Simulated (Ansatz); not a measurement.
`C[SiH](Cl)[SnH3]` → `C[SiH]Cl`• + `[SnH3]`• at 600 K and 1 bar (homolysis of the Si–Sn bond).

Isolated molecules relaxed with PBE0-D4/def2-TZVP in Ansatz; ΔE leaves out vibrations. CBS: MP2 limit from def2 TZ/QZ plus the TZ coupled-cluster correction, frozen cores. No spin–orbit coupling; open shells (•) take unrestricted orbitals. def2 core potentials past Kr. For Sn outer-core shells are correlated without core-valence functions, which leaves a few kJ/mol of doubt a bond.

```json
{"species": "`C[SiH](Cl)[SnH3]`", "CCSD(T)/CBS energy (Eh)": "-1005.19559", "H − E (kJ/mol)": "248.1", "S (J/(mol·K))": "492.8"}
{"species": "`C[SiH]Cl`•", "CCSD(T)/CBS energy (Eh)": "-789.31985", "H − E (kJ/mol)": "162.5", "S (J/(mol·K))": "363.2"}
{"species": "`[SnH3]`•", "CCSD(T)/CBS energy (Eh)": "-215.76138", "H − E (kJ/mol)": "72.9", "S (J/(mol·K))": "275.8"}
```

H − E and S are ideal-gas, rigid-rotor, harmonic terms from PBE0-D4/def2-TZVP, for one conformer and one mirror image of each species, with the whole ground term of open shells counted as degenerate. 1 Eh = 2625.50 kJ/mol, R = 8.31446 J/(mol·K).

Problem. By hand: ΔE, ΔH, ΔS and ΔG.

Solution. ΔE = (-789.31985) + (-215.76138) − (-1005.19559) = 0.11436 Eh = 300.3 kJ/mol. Δ(H − E) = 162.5 + 72.9 − 248.1 = -12.7, so ΔH = 287.6 kJ/mol. ΔS = 363.2 + 275.8 − 492.8 = 146.2 J/(mol·K). ΔG = 287.6 − 600 × (146.2)/1000 = 199.9 kJ/mol.

Problem. By hand: the equilibrium constant, and the temperature at which ΔG would vanish if ΔH and ΔS stayed fixed.

Solution. log₁₀ K = −ΔG/(RT ln 10) = -17.4. ΔG = 0 at ΔH/ΔS = 1967 K.

The number of gas molecules changes by +1, which sets the sign of ΔS. A doubt of 5 kJ/mol in ΔE shifts log₁₀ K by 0.4 here. Other conformers and mirror images would add mixing entropy, several J/(mol·K) or more a flexible species. These are equilibria of isolated gas molecules and say nothing of rates. Largest T1 diagnostic: 0.015 (customary marks: 0.02 for closed shells, 0.045 for open ones).
